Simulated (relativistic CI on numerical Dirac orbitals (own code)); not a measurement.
Co⁵⁺: resonant inelastic scattering at the M2,3 edge

Computed with this model: Dirac-Coulomb-Breit CI, orbitals from a KLI potential per configuration, a model potential for QED, valence Slater integrals scaled by 0.8, Kramers-Heisenberg scattering through one core-hole configuration in a parametric crystal field; configurations [Ar] 3d4 → [Ne] 3s2 3p5 3d5; 300 K; core-hole width 0.48 eV; summed over polarisations. Incident energies are the highest absorption maxima for each field (at most a few, so the weaker spin-orbit partner edge can be absent), on the computed scale of the free ion. Intensities are in per cent of the strongest line above 0.02 eV; levels within 1 cm⁻¹ are merged; final levels count from the ground level, the first row holds all elastic scattering, lines under 0.4 are left out and each table stops after 24 rows. The scale of the Slater integrals is a model choice and moves the terms in proportion.

Field parameters in Wybourne normalisation: Oh B⁴₀ = 21Dq, B⁴₄ = √(5/14) B⁴₀. The field is a parameter set, without covalency.

S is read from ⟨S²⟩ = S(S + 1).

Oh, 10Dq = 5900 cm⁻¹:

```csv
Final level (eV),Degeneracy,Irrep,S,67.2 eV,77 eV,77.5 eV
0.000,1,A1,2.00,207.2,105.8,103.0
0.007,3,T1,2.00,28.8,25.0,25.6
0.014,2,E,2.00,18.9,26.3,26.8
0.019,3,T2,2.00,21.1,12.0,20.4
0.024,1,A2,2.00,6.7,21.3,12.8
0.713,3,T2,2.00,44.5,87.6,34.8
0.716,3,T1,2.00,41.2,57.5,50.3
0.721,1,A1,2.00,11.8,9.1,26.2
0.776,3,T1,2.00,27.5,60.9,88.0
0.778,2,E,2.00,18.4,31.8,59.0
0.815,3,T2,2.00,18.0,32.7,100.0
2.568,3,T1,1.00,0.4,0.4,0.1
3.093,1,A1,1.00,0.0,0.6,0.2
3.161,3,T1,1.00,0.2,2.0,0.4
3.273,3,T2,0.99,0.2,0.6,0.1
3.310,2,E,1.00,0.0,1.5,0.2
3.314,3,T2,1.00,0.1,1.8,0.2
4.151,1,A1,0.98,0.1,0.7,0.1
4.187,3,,0.99,0.2,1.0,0.1
4.206,3,,1.00,0.2,1.9,0.2
4.534,3,,1.00,0.1,1.3,0.2
4.577,3,,0.98,0.3,0.5,0.1
4.612,2,,0.99,0.1,2.6,0.3
4.622,3,,0.52,0.0,0.8,0.1
```

Oh, 10Dq = 13250 cm⁻¹:

| Final level (eV) | Degeneracy | Irrep | S | 67.6 eV | 67.8 eV | 78.1 eV |
| --- | --- | --- | --- | --- | --- | --- |
| 0.000 | 1 | A1 | 1.99 | 132.4 | 126.9 | 75.1 |
| 0.005 | 3 | T1 | 2.00 | 12.5 | 15.0 | 18.7 |
| 0.010 | 2 | E | 2.00 | 17.9 | 17.5 | 18.6 |
| 0.014 | 3 | T2 | 2.00 | 20.0 | 17.1 | 13.5 |
| 0.018 | 1 | A2 | 2.00 | 7.6 | 6.1 | 8.3 |
| 1.615 | 1 | A1 | 1.99 | 3.8 | 3.5 | 15.9 |
| 1.615 | 3 | T1 | 2.00 | 13.7 | 13.1 | 33.3 |
| 1.616 | 3 | T2 | 2.00 | 15.2 | 16.0 | 23.7 |
| 1.677 | 5 | E+T1 | 2.00 | 20.4 | 28.6 | 100.0 |
| 1.715 | 3 | T2 | 1.99 | 8.7 | 15.4 | 73.4 |
| 1.781 | 3 | T1 | 1.00 | 0.5 | 0.3 | 0.2 |

Oh, 10Dq = 20650 cm⁻¹:

| Final level (eV) | Degeneracy | Irrep | S | 67.5 eV | 68.6 eV | 78.6 eV |
| --- | --- | --- | --- | --- | --- | --- |
| 0.000 | 1 | A1 | 1.98 | 204.1 | 147.7 | 99.5 |
| 0.007 | 3 | T1 | 1.99 | 14.2 | 18.7 | 30.8 |
| 0.014 | 2 | E | 1.99 | 36.2 | 25.1 | 29.8 |
| 0.019 | 3 | T2 | 2.00 | 43.6 | 20.6 | 19.4 |
| 0.024 | 1 | A2 | 2.00 | 19.5 | 9.7 | 14.5 |
| 0.904 | 1 | A1 | 1.02 | 1.1 | 0.4 | 0.2 |
| 0.949 | 3 | T1 | 1.02 | 2.1 | 0.6 | 0.5 |
| 1.013 | 3 | T2 | 1.00 | 0.4 | 0.3 | 0.4 |
| 1.019 | 2 | E | 1.01 | 0.7 | 0.5 | 0.4 |
| 2.526 | 1 | A1 | 1.98 | 4.0 | 3.9 | 24.2 |
| 2.531 | 3 | T1 | 1.99 | 10.3 | 13.4 | 49.8 |
| 2.532 | 3 | T2 | 1.90 | 10.4 | 15.0 | 39.0 |
| 2.567 | 3 | T2 | 0.59 | 1.2 | 3.1 | 10.8 |
| 2.588 | 2 | E | 1.97 | 3.2 | 12.9 | 55.9 |
| 2.591 | 3 | T1 | 1.98 | 4.7 | 20.7 | 88.3 |
| 2.635 | 3 | T2 | 1.90 | 1.9 | 23.6 | 100.0 |
| 2.782 | 2 | E | 0.15 | 0.1 | 0.2 | 0.8 |
| 3.085 | 3 | T1 | 1.00 | 0.8 | 0.1 | 0.4 |
| 3.095 | 3 | T2 | 0.99 | 0.4 | 0.0 | 0.9 |
| 3.168 | 1 | A1 | 1.03 | 0.2 | 0.1 | 0.9 |
| 3.214 | 3 | T1 | 1.02 | 0.6 | 0.3 | 1.1 |
| 3.309 | 3 | T2 | 1.00 | 0.3 | 0.4 | 0.5 |
| 3.382 | 3 | T1 | 1.02 | 0.3 | 0.2 | 1.3 |
| 3.395 | 2 | E | 1.00 | 0.1 | 0.1 | 0.9 |

For the first field the strongest loss at the lowest incident energy is the level at 0.71 eV (S = 2.00, against 2.00 in the thermal ground state).
